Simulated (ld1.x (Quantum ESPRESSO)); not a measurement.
# Logarithmic derivatives: Br, TM

| Property | Result |
| --- | --- |
| Element | bromine |
| Generator | ld1.x (Quantum ESPRESSO) 7.5 |
| Type | norm-conserving Troullier–Martins (Kleinman–Bylander form) |
| Functional | PBE |
| Relativity | fully relativistic |
| Frozen core | [Ar] 3d10 |
| Valence charge | 7 |
| Reference configuration | 4s2 4p5 |
| Partial waves | 4s (bound): rc 1.10 bohr; 4d channel at -0.15 Ry: rc 1.55 bohr; 4p (bound): rc 1.85 bohr |
| Local potential | the p channel |
| Core correction | Bessel-smoothed model core inside 0.98 bohr |

Open shells are filled in proportion to 2j + 1 (rel_dist='average').

The phase is arctan(r·u′/u) with u = r·R(r), unwrapped; energies in Ry, scanned from -3 to 5 Ry. A pole is an energy at which the radial function vanishes at the test radius. The pseudo phase is shifted by a multiple of π to meet the all-electron one at the reference energy, and phase errors are pseudo minus all-electron; the curves can meet again beyond the range given. Levels narrower than the energy grid can be missing from the lists of poles.

```json
{"channel": "s", "radius (bohr)": "1.99", "reference energy (Ry)": "-1.48", "poles, all-electron": "0.40", "poles, pseudo": "0.40", "unbroken range about the reference energy with phases within 0.05 rad": "the whole range", "phase error 1 Ry above the reference energy (rad)": "+0.000"}
{"channel": "p1/2", "radius (bohr)": "1.99", "reference energy (Ry)": "-0.60", "poles, all-electron": "1.97", "poles, pseudo": "1.99", "unbroken range about the reference energy with phases within 0.05 rad": "not even at the reference energy", "phase error 1 Ry above the reference energy (rad)": "+0.019"}
{"channel": "p3/2", "radius (bohr)": "1.99", "reference energy (Ry)": "-0.57", "poles, all-electron": "2.12", "poles, pseudo": "1.99", "unbroken range about the reference energy with phases within 0.05 rad": "below 4.7", "phase error 1 Ry above the reference energy (rad)": "-0.013"}
{"channel": "d3/2", "radius (bohr)": "1.99", "reference energy (Ry)": "-0.15", "poles, all-electron": "4.88", "poles, pseudo": "none", "unbroken range about the reference energy with phases within 0.05 rad": "the whole range", "phase error 1 Ry above the reference energy (rad)": "+0.002"}
{"channel": "d5/2", "radius (bohr)": "1.99", "reference energy (Ry)": "-0.15", "poles, all-electron": "4.92", "poles, pseudo": "none", "unbroken range about the reference energy with phases within 0.05 rad": "the whole range", "phase error 1 Ry above the reference energy (rad)": "+0.001"}
```

Note: ghost states, extra bound levels that the all-electron valence spectrum of the same l lacks: s at -1650.3 eV, d5/2 at -155.5 eV, d3/2 at -149.8 eV. A true bound ghost makes a file unfit for plane-wave use. The potential misses its own reference levels by up to 0.3 eV.

Phases in the d5/2 channel:

```csv
E (Ry),all-electron,pseudo
-3.00,1.297,1.293
-2.52,1.273,1.271
-2.04,1.245,1.243
-1.56,1.208,1.207
-1.08,1.158,1.158
-0.60,1.088,1.088
-0.12,0.979,0.979
0.36,0.792,0.792
0.84,0.438,0.439
1.32,-0.173,-0.169
1.80,-0.766,-0.757
2.28,-1.100,-1.090
2.76,-1.279,-1.268
3.24,-1.386,-1.374
3.72,-1.458,-1.444
4.20,-1.511,-1.495
4.68,-1.553,-1.534
```
